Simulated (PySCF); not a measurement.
Positional isomers: trisilane hydroxy. Gas-phase values, no solvent. One relaxed conformer stands for each flexible species; it need not be the lowest. Strings in code marks are SMILES.

Quantity: vertical ionisation energy (energy after one electron is removed minus that of the parent at the parent's geometry), in eV.

Case: `O[SiH]([SiH3])[SiH3]` (H–O–Si–Si torsion 179°). Geometry of `O[SiH]([SiH3])[SiH3]` (neutral, multiplicity 1, Å):

```xyz
12

O     -0.0769     1.8369    -1.0635
Si     0.0530     0.7443     0.1830
Si    -2.0078    -0.3516     0.3444
Si     1.7944    -0.7960    -0.1595
H      0.7036     2.3597    -1.2688
H      0.3324     1.4381     1.4791
H     -1.9399    -1.3068     1.4834
H     -3.1195     0.6052     0.5886
H     -2.2945    -1.1169    -0.8972
H      1.5411    -1.6373    -1.3595
H      3.0921    -0.0901    -0.3566
H      1.9219    -1.6854     1.0267
```

**Question.** What vertical ionisation energy (energy after one electron is removed minus that of the parent at the parent's geometry) does PBE-D3(BJ)/def2-TZVP // r2SCAN-D4/def2-TZVP (PySCF) give?

**Answer.** 9.18 eV.
